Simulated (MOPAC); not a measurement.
MOPAC input (AM1):

```
AM1 1SCF GEO-OK AUX(PRECISION=9) THREADS=1
HAlO

Al   -0.00000000 1   -0.00000000 1   -0.73119100 1
O     0.00000000 1    0.00000000 1    0.95029600 1
H     0.00000000 1    0.00000000 1    1.90311900 1
```

Output:

```
 *******************************************************************************
 **                                                                           **
 **                              MOPAC v23.2.5                                **
 **                                                                           **
 *******************************************************************************
 ** MOPAC's Digital Object Identifier: https://doi.org/10.5281/zenodo.6511958 **
 **                                                                           **
 ** Please cite the open-source release paper for use of this MOPAC version:  **
 ** J. E. Moussa and J. J. P. Stewart (2026)                                  **
 ** MOPAC: An open-source semiempirical molecular orbital program             **
 ** J. Open Source Softw., 11(119), 8025, https://doi.org/10.21105/joss.08025 **
 *******************************************************************************

                              AM1 CALCULATION RESULTS

 *******************************************************************************
 *  AM1        - The AM1 Hamiltonian to be used
 *  GEO-OK     - OVERRIDE INTERATOMIC DISTANCE AND OTHER SAFETY CHECKS
 *  1SCF       - DO 1 SCF AND THEN STOP
 *  AUX        - OUTPUT AUXILIARY INFORMATION
 *******************************************************************************
AM1 1SCF GEO-OK AUX(PRECISION=9) THREADS=1
 HAlO

   ATOM   CHEMICAL          X               Y               Z
  NUMBER   SYMBOL      (ANGSTROMS)     (ANGSTROMS)     (ANGSTROMS)

     1      Al         -0.00000000  *  -0.00000000  *  -0.73119100  *
     2       O          0.00000000  *   0.00000000  *   0.95029600  *
     3       H          0.00000000  *   0.00000000  *   1.90311900  *

          CARTESIAN COORDINATES

    NO.       ATOM           X           Y           Z

     1        Al         -0.0000     -0.0000     -0.7312
     2         O          0.0000      0.0000      0.9503
     3         H          0.0000      0.0000      1.9031

  H: (AM1): M.J.S. DEWAR ET AL, J. AM. CHEM. SOC. 107 3902-3909 (1985)
  O: (AM1): M.J.S. DEWAR ET AL, J. AM. CHEM. SOC. 107 3902-3909 (1985)
 Al: (AM1): M. J. S. Dewar, A. J. Holder, Organometallics, 9, 508-511 (1990).

           Empirical Formula: H O Al  =     3 atoms

      MOLECULAR POINT GROUP   :   C*v

      RHF CALCULATION, NO. OF DOUBLY OCCUPIED LEVELS = 5

 -------------------------------------------------------------------------------
 AM1 1SCF GEO-OK AUX(PRECISION=9) THREADS=1
 HAlO

     1SCF WAS SPECIFIED, SO BFGS WAS NOT USED
     SCF FIELD WAS ACHIEVED

                              AM1 CALCULATION
                                                       MOPAC v23.2.5 Linux

          FINAL HEAT OF FORMATION =        -37.70027 KCAL/MOL =    -157.73792 KJ/MOL

          COSMO AREA              =         82.48 SQUARE ANGSTROMS
          COSMO VOLUME            =         67.29 CUBIC ANGSTROMS

          IONIZATION POTENTIAL    =          8.744448 EV
          HOMO LUMO ENERGIES (EV) =         -8.744  0.732
          NO. OF FILLED LEVELS    =          5
          MOLECULAR WEIGHT        =         43.9888         POINT GROUP:  C*v

          MOLECULAR DIMENSIONS (Angstroms)

            Atom       Atom       Distance
            H     3   Al     1     2.63431
            H     3   Al     1     0.00000
           Al     1    O     2     0.00000

          SCF CALCULATIONS        =          1

   ATOM   CHEMICAL          X               Y               Z
  NUMBER   SYMBOL      (ANGSTROMS)     (ANGSTROMS)     (ANGSTROMS)

     1      Al         -0.00000000  *  -0.00000000  *  -0.73119100  *
     2       O          0.00000000  *   0.00000000  *   0.95029600  *
     3       H          0.00000000  *   0.00000000  *   1.90311900  *

                             CARTESIAN COORDINATES

   1   Al       -0.000000000    -0.000000000    -0.731191000
   2    O        0.000000000     0.000000000     0.950296000
   3    H        0.000000000     0.000000000     1.903119000

           Empirical Formula: H O Al  =     3 atoms

      MOLECULAR POINT GROUP   :   C*v

                  EIGENVALUES
 -34.88873 -18.07761 -12.19833 -12.19833  -8.74445   0.73175   0.73175   1.88287
   7.04361

              NET ATOMIC CHARGES AND DIPOLE CONTRIBUTIONS

  ATOM NO.   TYPE          CHARGE      No. of ELECS.   s-Pop       p-Pop
    1         Al           0.361686        2.6383     1.85421     0.78410
    2          O          -0.628998        6.6290     1.76966     4.85934
    3          H           0.267311        0.7327     0.73269
 DIPOLE           X         Y         Z       TOTAL
 POINT-CHG.     0.000     0.000    -1.698     1.698
 HYBRID        -0.000     0.000     3.509     3.509
 SUM           -0.000     0.000     1.811     1.811

          ATOMIC ORBITAL ELECTRON POPULATIONS

     Atom    s        px        py        pz
    1 Al   1.85421   0.18025   0.18025   0.42361
    2  O   1.76966   1.81975   1.81975   1.21983
    3  H   0.73269

 **********************
 *                    *
 * JOB ENDED NORMALLY *
 *                    *
 **********************

 == MOPAC DONE ==
```

The geometry given is a B3LYP-D3(BJ)/def2-TZVP minimum.
